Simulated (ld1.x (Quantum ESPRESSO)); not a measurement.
# Which change was made? (In, PAW)

ld1.x (Quantum ESPRESSO) 7.5 input, shortened:

```
&input
   title='In', zed=49., rel=1, dft='PZ', iswitch=3,
   config='[Kr] 4d10 5s2 5p1'
 /
 &inputp
   pseudotype=3, lpaw=.true., tm=.true., lloc=-1, rcloc=2.85,
   nlcc=.false.,
   which_augfun='PSQ', rmatch_augfun_nc=.true.
 /
4
5S  1  0   2.00   0.00  2.00  2.55  0.0
5S  1  0   0.00   0.45  2.00  2.55  0.0
5P  2  1   1.00   0.00  2.40  2.85  0.0
5P  2  1   0.00   3.35  2.40  2.85  0.0
 &test
   configts(1)='5s2 5p1'
 /
```

Cutoffs, loose and tight: the cutoffs (Ry, on a coarse ladder) from which the occupation-weighted sum of valence levels, in a spherical-Bessel basis at the reference potential, stays within 10 and 1 mRy of its value at 400 Ry. They do not see the model core or the augmentation charge, which bear on the density cutoff. Test errors are all-electron minus pseudo excitation energies from the reference, over the configurations 5s2 5p0; 5s1 5p0; 5s2 5p0.5; 5s0 5p3; 5s1 5p1; 5s1 5p2; 5s2 5p1.3 (two spin-polarised tests are not counted in the largest error); variants that change the core or the reference have their own tests.

The base gives: outcome: generated; cutoff, loose: 6 Ry; cutoff, tight: 6 Ry; bound ghosts: none; largest test error (meV): -220.

Problem. After one change the result is: outcome: generated; cutoff, loose: 10 Ry; cutoff, tight: 21 Ry; bound ghosts: none; largest test error (meV): +154. Which change was it?
A. reference 5s1 5p0
B. type TM; waves now 5p (bound): rc 2.85 bohr; 5s (bound): rc 2.55 bohr; local potential the s channel; core correction none
C. all radii but the core radius scaled by about 0.83 (s 2.12, p 2.36 bohr, rcut 1.66/2.00); local potential all-electron potential smoothed inside 2.36 bohr (lloc = -1)

Solution. B. The others give: all radii but the core radius scaled by about 0.83 (s 2.12, p 2.36 bohr, rcut 1.66/2.00); local potential all-electron potential smoothed inside 2.36 bohr (lloc = -1) → outcome: failed: new_paw_hamiltonian: negative rho | reference 5s1 5p0 → outcome: generated; cutoff, loose: 6 Ry; cutoff, tight: 6 Ry; bound ghosts: none; largest test error (meV): -132.
